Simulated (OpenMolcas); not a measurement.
Ni⁵⁺: effect of the basis set

```
Program             : OpenMolcas 26.06
Method              : SS-CASPT2, IPEA 0.25 Eh, imaginary shift 0.1 Eh (closed shells correlated: 3s 3p)
Active space        : 5 electrons in 10 orbitals (3d 4d)
State averaging     : 2S+1 = 6 even, 1 root; 2S+1 = 4 even, 24 roots; 2S+1 = 2 even, 53 roots
Spin-orbit coupling : RASSI with atomic mean-field integrals over the reference wave functions, term energies averaged over their components
```

A. ANO-RCC-VTZP [6s5p3d2f1g], DKH2, point nucleus; CASPT2 step about 24 core-minutes
B. ANO-R2 [6s5p4d2f1g], X2C, finite nucleus; CASPT2 step about 24 core-minutes
C. ANO-RCC-VQZP [7s6p4d3f2g1h], DKH2, point nucleus; CASPT2 step of the order of 26 core-minutes

Energies in cm-1 above 3d5 6S 5/2, the measured ground level; measured values from Corliss and Sugar, J. Phys. Chem. Ref. Data 10, 197 (1981).

```csv
Level,A,B,C,Measured
3d5 6S 5/2,0.0,0.0,0.0,0.0
3d5 4G 5/2,43350,43720,43170,
3d5 4G 7/2,43450,43820,43270,
3d5 4G 11/2,43520,43880,43340,41921
3d5 4G 9/2,43520,43890,43340,
3d5 4P 5/2,47780,48220,47620,45884
3d5 4P 3/2,47970,48400,47800,46104
3d5 4P 1/2,48190,48630,48020,46325
3d5 4D 7/2,52000,52390,51830,50331
3d5 4D 1/2,52190,52580,52020,
3d5 4D 3/2,52410,52800,52230,
3d5 4D 5/2,52480,52870,52300,
3d5 2I 11/2,63440,64000,63080,61196
3d5 2I 13/2,63670,64220,63300,61280
3d5 2D 5/2 [68 %],66820,67420,66530,64152
3d5 2D 3/2,67820,68410,67530,65174
3d5 2F 7/2(1),70080,70650,69750,67085
3d5 4F 5/2 [74 %],70870,71400,70650,
3d5 4F 9/2,70890,71400,70700,
3d5 4F 7/2,71010,71530,70820,
3d5 4F 3/2,71370,71890,71170,
3d5 2H 9/2 [69 %],75650,76300,75350,72909
3d5 2H 11/2,76650,77310,76320,73757
3d5 2G 7/2,77250,77830,76940,74628
```

Deviations, from unrounded energies. A percentage is the sum of absolute deviations over the sum of measured energies, with the sign that they share, or ± where signs differ.

| Against measurement | Levels | A | B | C |
| --- | --- | --- | --- | --- |
| mean absolute deviation (cm-1) | 13 | 2300 | 2800 | 2100 |
| other terms of the ground configuration (%) | 13 | +3.9 | +4.8 | +3.5 |

C lies closest to measurement on these levels and B furthest from it. The largest miss of C in the table is 3d5 2F 7/2(1), by +2700 cm-1. The ranking rests on the paired levels alone, and a cruder setting can come out closer through cancelling errors.

Among A to C the level of the table that moves most is 3d5 2H 11/2, by 980 cm-1 (lowest in C, highest in B). Moves below CASPT2's spread within the term are not significant.

Term energies are means over components that CASPT2 splits; among the terms shown or strongly mixed into the levels shown the widest spread is 190 cm-1 (3d5 2I, B). Active for correlation alone: 4d; no level in the range computed is led by a configuration that fills it, so any true level of that kind is missing. Measured partners are found by configuration, term and J. A level has none where our copy of the source lacks it or the pairing is in doubt (some pairs that miss far off the trend of their configuration count as doubtful), and it then counts in no deviation. Levels of configurations outside the active space are missing. Levels that lie high or do not pair safely by name in every column are left out.

A share in square brackets marks a mixed level and gives the weight of the term that names it, the lowest over the columns. A number in round brackets counts repeated terms of one configuration in the order of the reference energies.
